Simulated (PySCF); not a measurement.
Method: TPSSh-D3(BJ)/def2-TZVPD // CAM-B3LYP-D3(BJ)/def2-TZVPD (PySCF 2.14.0). All species are isolated molecules in the gas phase. One relaxed conformer stands for a flexible species; it need not be the lowest. 

Reference species (SMILES): `[O-][SiH2]Cl` (charge -1, multiplicity 1).

```json
{
 "HOMO": "-1.25 eV"
}
```

Changed species: `[O-][SiH2]B(O)O` (X = borono, proton removed; the reference has X = chloro, proton removed).

**Question.** What does the change do to the HOMO?

**Answer.** the HOMO increases by 0.25 eV, to -1.00 eV.
